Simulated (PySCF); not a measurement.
**Polarisability and C₆ of C²⁺ (carbon, charge +2)**

[He] 2s2, closed-shell 1S. Computed with PySCF 2.14 in aug-cc-pVQZ-DK, with scalar relativity by spin-free X2C-1e. Coupled (time-dependent) response in atomic units; α is the mean over directions.

```tsv
method	mean α (bohr³)	C₆ (like pair)	S(−4)
UHF	4.499	7.091	23.06
PBE	4.215	6.490	20.01
PBE0	4.273	6.614	20.59
BP86	4.255	6.594	20.30
r2SCANh	4.418	7.210	20.38
```

S(−4) is the Cauchy moment in α(ω) = α(0) + S(−4) ω² + …

α(iu) at PBE0:

```json
{"u (hartree)": "0", "α(iu) (bohr³)": "4.273"}
{"u (hartree)": "0.0500", "α(iu) (bohr³)": "4.222"}
{"u (hartree)": "0.100", "α(iu) (bohr³)": "4.077"}
{"u (hartree)": "0.200", "α(iu) (bohr³)": "3.590"}
{"u (hartree)": "0.300", "α(iu) (bohr³)": "3.007"}
{"u (hartree)": "0.500", "α(iu) (bohr³)": "2.019"}
{"u (hartree)": "0.750", "α(iu) (bohr³)": "1.278"}
{"u (hartree)": "1.00", "α(iu) (bohr³)": "0.8749"}
{"u (hartree)": "1.50", "α(iu) (bohr³)": "0.4894"}
{"u (hartree)": "2.00", "α(iu) (bohr³)": "0.3165"}
{"u (hartree)": "3.00", "α(iu) (bohr³)": "0.1671"}
{"u (hartree)": "5.00", "α(iu) (bohr³)": "0.07329"}
```

A single London oscillator, α(iu) = α/(1 + u²/ω²), gives C₆ = (3/4) ω α². Matching the computed C₆ needs ω = 4 × 6.614 / (3 × 4.273²) = 0.483 hartree.

For an ion, C₆ is the dispersion term alone; charge-induced terms of lower order in 1/R come first.
